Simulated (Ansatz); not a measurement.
The cluster Cd4Te2Br4 (the lowest singlet isomer of a short search), 10 atoms. Hardware: 6 threads of Intel Xeon on a shared host.

In the def2 sets Cd, Te take a core potential; there is no spin–orbit coupling.

**Question.** How many basis functions does each of these Ansatz runs have, and roughly what does it cost? r2SCAN-D4/def2-TZVP, charge 0 singlet, energy, from earlier orbitals; HF/STO-3G, charge 0 singlet, energy; PBE-D4/def2-SVP, charge 0 triplet at the geometry of the charge 0 singlet, energy; PBE-D4/def2-SVP, charge 0 singlet, energy, from earlier orbitals; r2SCAN-D4/def2-SVP, charge 0 triplet at the geometry of the charge 0 singlet, energy, from earlier orbitals; PBE0-D4/def2-SVP, charge 0 singlet, energy, from earlier orbitals; PBE-D4/def2-SVP, charge -1 doublet at the geometry of the charge 0 singlet, energy; r2SCAN-D4/def2-SVP, charge 0 singlet, relaxation, 8 steps; PBE0-D4/def2-TZVP, charge 0 singlet, energy, from earlier orbitals; PBE-D4/def2-TZVP, charge 0 singlet, energy and forces, from earlier orbitals; PBE-D4/def2-SVP, charge 1 doublet at the geometry of the charge 0 singlet, energy.

**Answer.** Other jobs shared the machine, so times can vary by a factor of up to 3. A dash marks memory too small to be measured apart from the calling script's.

```tsv
run	functions	fitting or Cholesky vectors	wall time	peak host memory (GiB)
PBE-D4/def2-SVP, charge 0 singlet, energy, from earlier orbitals	304	3252	4.9 s	–
PBE-D4/def2-SVP, charge -1 doublet at the geometry of the charge 0 singlet, energy	304	3252	9.5 s	0.95
PBE-D4/def2-TZVP, charge 0 singlet, energy and forces, from earlier orbitals	452	3752	10 s	1.4
HF/STO-3G, charge 0 singlet, energy	234	2744	13 s	2.6
PBE0-D4/def2-SVP, charge 0 singlet, energy, from earlier orbitals	304	3190	14 s	1.9
r2SCAN-D4/def2-TZVP, charge 0 singlet, energy, from earlier orbitals	452	3752	17 s	1.5
PBE-D4/def2-SVP, charge 1 doublet at the geometry of the charge 0 singlet, energy	304	3252	20 s	1
PBE0-D4/def2-TZVP, charge 0 singlet, energy, from earlier orbitals	452	3760	30 s	3.4
PBE-D4/def2-SVP, charge 0 triplet at the geometry of the charge 0 singlet, energy	304	3252	35 s	1.8
r2SCAN-D4/def2-SVP, charge 0 singlet, relaxation, 8 steps	304	3252	73 s	–
r2SCAN-D4/def2-SVP, charge 0 triplet at the geometry of the charge 0 singlet, energy, from earlier orbitals	304	3252	74 s	2
```
